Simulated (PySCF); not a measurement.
## Electron correlation in Pb (lead, neutral)

[Xe] 4f14 5d10 6s2 6p1 7s1, high-spin 3P determinant (an excited configuration). All numbers are calculated (PySCF 2.14, a scalar-relativistic core potential, in aug-cc-pwCVTZ-PP with ECP60MDF (8s7p6d4f1g, 96 functions)). Frozen: 5s2 5p6 5d10; 4 electrons correlated.

| level | correlation energy (mhartree) |
| --- | --- |
| CCSD | -45.32 |
| (T) | -1.07 |
| CCSD(T) | -46.39 |

Diagnostics: T1 = 0.013, D1 = 0.0319, largest double amplitude 0.063.

Spin-orbit coupling, absent here, splits the open shell strongly. The outer electron is Rydberg-like, and this basis confines it to a smaller radius and binds it less than a complete one would.

Cost of the coupled-cluster step: roughly 21 core-seconds, for 4 correlated electrons.
